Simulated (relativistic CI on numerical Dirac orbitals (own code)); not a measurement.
## d1 to d9 in one octahedral field

Computed with a parametric ligand-field model without spin-orbit coupling, by exact diagonalisation: B = 470, C = 2280, 10Dq = 27200 cm⁻¹ (Oh; |10Dq|/B = 57.9) for every shell. Energies in cm⁻¹; the field energy is (0.6 n_e − 0.4 n_t2) × 10Dq of the ground term; g labels are left out. So small a B with so large a field is typical of 4d and 5d ions, where spin-orbit coupling, left out here, reaches 1,000 to 4,000 cm⁻¹.

```
Shell  Ground term  Electrons in e  Field energy  First spin-allowed bands  Lowest term of other spin
   d1          2T2           0.000        -10880                  2E 27200                           
   d2          3T1           0.008        -21546      3T2 26041, 3T1 31932                   1T2 7532
   d3          4A2           0.000        -32640      4T2 27200, 4T1 32499                   2E 10598
   d4          3T1           0.014        -43133       3E 24998, 3T1 25583                   1T2 6620
   d5          2T2           0.027        -53668      2A2 24322, 2T1 24481                  4T1 16510
   d6          1A1           0.022        -64680      1T1 25498, 1T2 32265                  3T1 20732
   d7           2E           1.014        -48568      2T1 25377, 2T2 25972                  4T1 16443
   d8          3A2           2.000        -32640      3T2 27200, 3T1 32499                    1E 8272
   d9           2E           3.000        -16320                 2T2 27200
```

Low spin: d4, d5, d6, d7; the other shells keep the spin of the free ion. Only d4 to d7 can choose; the field needed to pair spins is smallest for d6 and largest for d5, which loses most exchange energy. In the strong-field picture 10Dq must exceed about 6B + 5C = 14220 (d4), 7.5B + 5C = 14925 (d5), 2.5B + 4C = 10295 (d6) and 4B + 4C = 11000 (d7); mixing of terms shifts these bounds somewhat.
